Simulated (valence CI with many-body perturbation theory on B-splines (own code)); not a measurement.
E1 line list for Se II

Computed by valence CI with perturbative core correlation (CI+MBPT): five valence electrons over a frozen Dirac-Fock core [Ar] 3d10, a basis of 9 s, 9 p, 8 d, 6 f, 3 g, 1 h functions for each j, with the one-electron correlation potential Σ1, the two-electron term Σ2, the three-electron term Σ3, Breit, model QED; selected CI, second order for the rest, scaled by the run's own slope (own B-spline code, finite nucleus).

Against 14 measured levels this calculation errs by 171 cm⁻¹ on average and by 343 at most. These come from a selection out of the NIST Handbook of Basic Atomic Spectroscopic Data. Levels without a partner in it may be off by more. Among the levels kept, up to 1500 cm⁻¹ of a level comes from second order outside the variational space, and about a tenth of that is noise between levels of different J, which matters for small intervals.

Lines 1 to 50 of 242 in falling wavelength, among levels below 125568 cm⁻¹, chosen from the strongest by gf and those to the six lowest levels. Wavelengths and rates use the calculated energies, so an error of 200 cm⁻¹ moves a line at 40360 Å by 8.1 % and its rate by three times that or more. Electric multipoles are in the length gauge, E1 and E2 with the static RPA response of the core. Weak lines are less certain than strong ones. Lines between different terms over intervals too small for the method are left out, as are lines whose strength nearly cancels. Where a level lies close to another of its J and parity, the split of strength between their lines is uncertain. The highest levels of a list are the least certain.

Names give the largest LS component (configuration and term), which can be under half, so a name can repeat, a term be missing and a line seem to break the LS rules; names also repeat where a configuration has a term twice. Letters in brackets count levels of one name in rising energy.

| λ vac (Å) | Upper | Lower | A (s⁻¹) | S (a.u.) |
| --- | --- | --- | --- | --- |
| 40360 | 4s2.4p2.4d 4P_5/2 | 4s2.4p2.5p 4P°_3/2 | 6.27e+04 | 1.22e+01 |
| 39260 | 4s2.4p2.4d 2D_5/2 | 4s2.4p2.5p 2D°_5/2 | 2.70e+04 | 4.85e+00 |
| 35460 | 4s2.4p2.4d 4P_3/2 | 4s2.4p2.5p 4P°_1/2 | 4.46e+04 | 3.93e+00 |
| 23940 | 4s2.4p2.4d 2D_3/2 | 4s2.4p2.5p 2D°_3/2 | 1.28e+05 | 3.47e+00 |
| 22030 | 4s2.4p2.4d 4P_5/2 | 4s2.4p2.5p 4D°_3/2 | 4.67e+04 | 1.48e+00 |
| 19280 | 4s2.4p2.4d 2D_5/2 | 4s2.4p2.5p 2D°_3/2 | 2.33e+05 | 4.95e+00 |
| 18360 | 4s2.4p2.5p 4D°_7/2 | 4s2.4p2.4d 2F_7/2 | 8.61e+04 | 2.10e+00 |
| 17200 | 4s2.4p2.5p 4D°_5/2 | 4s2.4p2.4d 4D_5/2 | 1.31e+05 | 1.98e+00 |
| 16950 | 4s2.4p2.5p 4D°_3/2 | 4s2.4p2.4d 2F_5/2 | 1.78e+05 | 1.71e+00 |
| 16260 | 4s2.4p2.4d 2D_5/2 | 4s2.4p2.5p 4P°_3/2 | 1.85e+05 | 2.35e+00 |
| 15160 | 4s2.4p2.5p 4D°_5/2 | 4s2.4p2.4d 4D_3/2 | 9.93e+04 | 1.02e+00 |
| 15110 | 4s2.4p2.5p 4D°_5/2 | 4s2.4p2.4d 4D_7/2 | 1.63e+05 | 1.67e+00 |
| 13800 | 4s2.4p2.5p 4D°_5/2 | 4s2.4p2.4d 2F_5/2 | 1.48e+05 | 1.15e+00 |
| 13680 | 4s2.4p2.5p 4P°_3/2 | 4s2.4p2.4d 4D_3/2 | 8.80e+05 | 4.45e+00 |
| 13350 | 4s2.4p2.5p 2D°_3/2 | 4s2.4p2.4d 4D_5/2 | 2.62e+06 | 1.23e+01 |
| 12620 | 4s2.4p2.5p 4P°_1/2 | 4s2.4p2.4d 4D_3/2 | 2.98e+06 | 5.91e+00 |
| 12560 | 4s2.4p2.5p 4P°_3/2 | 4s2.4p2.4d 2F_5/2 | 2.81e+06 | 1.10e+01 |
| 12480 | 4s2.4p2.5p 4P°_1/2 | 4s2.4p2.4d 4D_1/2 | 2.69e+06 | 5.16e+00 |
| 12440 | 4s2.4p2.5p 2D°_5/2 | 4s2.4p2.4d 2F_7/2 | 4.39e+06 | 2.51e+01 |
| 12270 | 4s2.4p2.5p 4P°_5/2 | 4s2.4p2.4d 4D_5/2 | 2.50e+05 | 1.37e+00 |
| 12170 | 4s2.4p2.5p 4P°_3/2 | 4s2.4p2.5s 2D_3/2 | 2.32e+05 | 8.27e-01 |
| 12170 | 4s2.4p2.5p 2S°_1/2 | 4s2.4p2.4d 2P_3/2 | 1.03e+06 | 1.83e+00 |
| 12090 | 4s2.4p2.5p 2D°_3/2 | 4s2.4p2.4d 4D_3/2 | 3.40e+05 | 1.19e+00 |
| 11980 | 4s2.4p2.5p 4D°_7/2 | 4s2.4p2.4d 4D_7/2 | 1.12e+06 | 7.59e+00 |
| 11920 | 4s2.4p2.5p 2S°_1/2 | 4s2.4p2.4d 4F_3/2 | 7.14e+05 | 1.19e+00 |
| 11260 | 4s2.4p2.4d 2D_3/2 | 4s2.4p2.5p 2S°_1/2 | 2.82e+05 | 7.94e-01 |
| 11210 | 4s2.4p2.5p 2D°_3/2 | 4s2.4p2.4d 2F_5/2 | 1.64e+06 | 4.56e+00 |
| 11170 | 4s2.4p2.5p 4P°_5/2 | 4s2.4p2.4d 4D_7/2 | 5.75e+06 | 2.37e+01 |
| 11050 | 4s2.4p2.5p 4S°_3/2 | 4s2.4p2.4d 4D_5/2 | 1.45e+06 | 3.87e+00 |
| 10900 | 4s2.4p2.5p 2D°_3/2 | 4s2.4p2.5s 2D_3/2 | 4.88e+05 | 1.25e+00 |
| 10520 | 4s2.4p2.5p 4D°_3/2 | 4s2.4p2.4d 4F_5/2 | 8.74e+06 | 2.01e+01 |
| 10430 | 4s2.4p2.5p 4P°_5/2 | 4s2.4p2.4d 2F_5/2 | 7.02e+05 | 2.36e+00 |
| 10360 | 4s2.4p2.5p 4D°_1/2 | 4s2.4p2.4d 4F_3/2 | 9.03e+06 | 9.92e+00 |
| 10180 | 4s2.4p2.5p 4S°_3/2 | 4s2.4p2.4d 4D_3/2 | 9.98e+05 | 2.08e+00 |
| 10090 | 4s2.4p2.5p 4D°_5/2 | 4s2.4p2.4d 4F_7/2 | 9.97e+06 | 3.03e+01 |
| 10070 | 4s2.4p2.5p 4P°_5/2 | 4s2.4p2.5s 2D_5/2 | 1.24e+06 | 3.75e+00 |
| 9926 | 4s2.4p2.5p 4D°_3/2 | 4s2.4p2.4d 4F_3/2 | 1.95e+06 | 3.77e+00 |
| 9872 | 4s2.4p2.5p 2D°_5/2 | 4s2.4p2.4d 4D_5/2 | 1.14e+06 | 3.24e+00 |
| 9701 | 4s2.4p2.5p 4D°_7/2 | 4s2.4p2.4d 4F_9/2 | 1.12e+07 | 4.05e+01 |
| 9214 | 4s2.4p2.5p 4D°_5/2 | 4s2.4p2.4d 4F_5/2 | 1.72e+06 | 3.99e+00 |
| 9170 | 4s2.4p2.5p 4P°_3/2 | 4s2.4p2.4d 2P_1/2 | 6.49e+05 | 9.88e-01 |
| 8680 | 4s2.4p2.5p 4P°_1/2 | 4s2.4p2.4d 2P_1/2 | 1.09e+06 | 7.03e-01 |
| 8645 | 4s2.4p2.5p 4P°_3/2 | 4s2.4p2.4d 4F_5/2 | 5.93e+05 | 7.57e-01 |
| 8591 | 4s2.4p2.5p 4D°_7/2 | 4s2.4p2.4d 4F_7/2 | 8.56e+05 | 2.14e+00 |
| 8543 | 4s2.4p2.5p 2S°_1/2 | 4s2.4p2.5s 2P_3/2 [b] | 2.85e+06 | 1.76e+00 |
| 8427 | 4s2.4p2.5p 2D°_3/2 | 4s2.4p2.4d 2P_1/2 | 4.89e+05 | 5.77e-01 |
| 8407 | 4s2.4p2.5p 2P°_1/2 | 4s2.4p2.4d 4D_1/2 | 1.86e+06 | 1.09e+00 |
| 8395 | 4s2.4p2.5p 2D°_5/2 | 4s2.4p2.5s 2D_5/2 | 1.69e+06 | 2.96e+00 |
| 8386 | 4s2.4p2.5p 2P°_3/2 | 4s2.4p2.4d 4D_3/2 | 5.63e+05 | 6.55e-01 |
| 7867 | 4s2.4p2.5p 2P°_1/2 | 4s2.4p2.5s 2D_3/2 | 5.78e+06 | 2.78e+00 |
